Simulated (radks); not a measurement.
Results of a calculation; reference values are marked as such.
Ba54+, 2 electrons, occupied as [He] (the NIST ground configuration).

Level of theory: scalar-relativistic Kohn-Sham, BLYP, spin-polarised, spherical densities, finite nucleus; Fermi nuclear charge, rms radius 4.8378 fm (a radial shooting solver on a logarithmic mesh with Libxc functionals).

Energy parts (hartree):
| part | energy |
|---|---|
| total | -3241.5518 |
| kinetic | 3548.2184 |
| electron-nucleus | -6826.9283 |
| Hartree | 74.2681 |
| exchange-correlation | -37.1099 |

Orbitals (lengths in bohr, moments of r in powers of bohr; <r^-3> diverges for s and p1/2):
| orbital | occ. | eigenvalue (hartree) | <r^2> | <r^-3> | <r> |
|---|---|---|---|---|---|
| 1s | 2 | -1588.594 | 0.0008764 | - | 0.02543 |

The highest occupied level is 1s at -43228 eV. The density falls to 0.001 e/bohr^3 at r = 0.16 bohr. Summed over all electrons, <r^2> = 0.001753 bohr^2, which gives a Langevin (diamagnetic) susceptibility term of -0.00139 x 10^-6 cm^3/mol. The electron density at the nucleus is 2.935e+05 e/bohr^3 (large components only). For comparison, the ionisation energy in NIST's Atomic Spectra Database is 43485.4 eV (theoretical). In exact Kohn-Sham theory the highest level is minus the ionisation energy, but local and semilocal functionals leave it too shallow, through self-interaction and a potential that decays too fast; potentials with the right tail come closer.
